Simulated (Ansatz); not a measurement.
Reactions of C₂H₆OS (`COCS`).

Program: Ansatz. Geometries: PBE0-D4/def2-TZVP. ΔE: electronic, gas phase. CCSD(T)/CBS is the MP2 limit (def2-TZVPP, def2-QZVPP) plus CCSD(T) − MP2 in def2-TZVPP, frozen cores. Small cases extrapolate CCSD(T) itself. DFT in def2-TZVPP. For Ga, Ge outer-core shells are correlated without core-valence functions, which leaves a few kJ/mol of doubt a bond. Scalar relativity is left out up to krypton. Each species was taken in one conformer, which may not be the lowest.

```
                                                      reaction  PBE0-D4 (eV)
                    `COCS` + `[SiH3]CS` → `[SiH3]CSCS` + CH₃OH         -0.15
`COCS` + `[F][Al]([SiH3])[SH]` → `C[S][Al]([F])[SiH3]` + `OCS`         -0.08
                                 `COCS` + `BN` → `BNCOC` + H₂S          0.10
               `COCS` + `[NH2][GeH3]` → `SC[NH][GeH3]` + CH₃OH          0.01
                                   `COCS` + H₂O → `COCO` + H₂S          0.11
                  `COCS` + `[SH][GaH2]` → `C[S][GaH2]` + `OCS`         -0.10
```

Problem. Give the CCSD(T)/CBS values in the same order. (Estimate.)

Solution. Ansatz gave: -0.19, -0.09, 0.08, 0.00, 0.14, -0.13 eV.

Largest T1 diagnostic: 0.013, for `[SH][GaH2]`.

Extrapolated directly: `COCS` + H₂O → `COCO` + H₂S.
